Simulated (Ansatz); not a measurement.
`N[SiH2]C=S` + `[SiH3]C#CS[SiH3]` → `N[SiH2]S[SiH3]` + `[SiH3]C#CC=S`  (redistribution)

Calculated with Ansatz (gas phase, PBE0-D4/def2-TZVP geometries, no zero-point term in ΔE). CCSD(T)/CBS adds triple-zeta CCSD(T) − MP2 to the extrapolated MP2 energy (def2 sets, frozen cores). DFT in def2-TZVPP. B3LYP here is the variant with VWN-RPA as its local correlation; programs differ in this. One conformer a species, not always the lowest.

```
             level  ΔE (kJ/mol)  difference from CCSD(T)/CBS
            PBE-D4       -103.6                         -4.7
         r2SCAN-D4       -106.9                         -8.0
           PBE0-D4       -103.8                         -4.9
          B3LYP-D4       -100.6                         -1.7
           ωB97X-V        -96.7                          2.2
           ωB97M-V        -97.5                          1.4
            B2PLYP       -100.9                         -2.0
               PBE       -104.5                         -5.6
            r2SCAN       -107.2                         -8.3
              PBE0       -104.6                         -5.7
             B3LYP       -102.3                         -3.4
     HF/def2-TZVPP       -100.7                         -1.8
    MP2/def2-TZVPP       -101.7                         -2.8
SCS-MP2/def2-TZVPP        -98.7                          0.2
   CCSD/def2-TZVPP        -97.6                          1.3
CCSD(T)/def2-TZVPP        -98.4                          0.5
     HF/def2-QZVPP       -100.6                         -1.7
    MP2/def2-QZVPP       -101.9                         -3.0
SCS-MP2/def2-QZVPP        -99.2                         -0.3
      HF/CBS(def2)       -100.6                         -1.7
     MP2/CBS(def2)       -102.1                         -3.2
    CCSD/CBS(def2)        -98.1                          0.8
       CCSD(T)/CBS        -98.9                            0
```

Largest T1 diagnostic among the species: 0.016.
